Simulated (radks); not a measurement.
Q: Radial electron density D(r) = 4 pi r^2 rho(r) of an atom or ion with 35 electrons. Method: scalar-relativistic Kohn-Sham, SCAN, spin-polarised, spherical densities, finite nucleus; meta-GGA in the generalised Kohn-Sham scheme; Fermi nuclear charge, rms radius of each element as measured or else 0.836 A^(1/3) + 0.57 fm; computed with a radial shooting solver on a logarithmic mesh with Libxc functionals.

r (bohr)  D(r) (e/bohr)  spin D(r)
0.002988          3.789  0.0000245
0.003891          5.892  0.0000423
0.005027          8.869  0.0000742
0.006545          13.18   0.000139
0.008523          18.93   0.000276
0.0111            26.04   0.000580
0.01445           33.87    0.00127
0.01882           41.02    0.00280
0.0245            45.51    0.00612
0.0319            45.72     0.0128
0.04154           42.10     0.0248
0.05366           38.55     0.0424
0.06988           40.05     0.0631
0.09099           48.07     0.0738
0.1185            55.30     0.0568
0.1543            51.62     0.0144
0.2009            38.68   -0.00242
0.2616            31.52     0.0654
0.3406            36.31      0.168
0.4435            38.92      0.145
0.5729            28.83     0.0118
0.746             14.53     0.0550
0.9714            7.611      0.413
1.265             6.355      0.768
1.647             4.816      0.703
2.145             2.272      0.352
2.793            0.5958     0.0916
3.636           0.07780     0.0109
4.735          0.004364   0.000491

What is the nuclear charge?

A: Z = 37. The innermost maximum, from 1s, lies near gamma/Z bohr with gamma = sqrt(1 - (Z/c)^2) = 0.963, here 0.026 bohr (found: 0.0283), and its height grows with Z. The density is that of the rubidium ion Rb2+ in [Ar] 3d10 4s2 4p5; the configuration itself is not fixed sharply by these data, and Z only to a few units. D(r) has 3 maxima, at r = 0.0283, 0.126, 0.413 bohr, and minima at 0.0581, 0.264 bohr, inside which lie 2.06, 11.06 electrons.
